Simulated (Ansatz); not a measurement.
The cluster Sn₈, relaxed as a singlet with RKS PBE-D4/def2-SVP in Ansatz, starting from the GFN1-xTB geometry. Force threshold 0.03 eV/Å.

In the def2 sets Sn takes a core potential; there is no spin–orbit coupling. A triplet lies near this restricted singlet, and broken spin symmetry wasn't tried. The structure comes from a short search, and lower isomers may exist.

Start:

```xyz
8

Sn   -1.3751    0.8126   -1.7424
Sn    0.1379    0.7326    1.1021
Sn    2.7297   -0.4487    0.5735
Sn    0.5503   -2.0679    1.6872
Sn    0.5408   -1.4484   -1.2915
Sn   -2.1169    2.1852    0.6813
Sn    1.5237    1.4329   -1.3861
Sn   -1.9904   -1.1983    0.3758
```

| step | energy (eV) | largest force component (eV/Å) | SCF passes |
| --- | --- | --- | --- |
| 1 | -46660.9796 | 1.168 | 24 |
| 2 | -46661.4038 | 0.402 | 29 |
| 3 | -46661.5208 | 0.218 | 24 |
| 4 (rejected) | -46661.4971 | 0.617 | 29 |
| 5 | -46661.5498 | 0.089 | 24 |
| 6 | -46661.5523 | 0.084 | 24 |
| 7 | -46661.5598 | 0.024 | 24 |

Force components are those of the run's own axes.

End:

```xyz
8

Sn   -1.5907    0.7583   -1.9282
Sn    0.1548    0.6698    1.4105
Sn    2.8055   -0.4404    0.5896
Sn    0.6347   -2.2603    1.7007
Sn    0.5917   -1.4810   -1.3251
Sn   -1.8683    2.4125    0.4301
Sn    1.3357    1.6156   -1.3018
Sn   -2.0634   -1.2746    0.4241
```

Bonds lost: Sn1–Sn2 (atoms count from 1).

No frequencies were taken in this run, so the end may be a saddle point.

It took 31 s on 4 threads of Arm Neoverse V2 on a shared host.
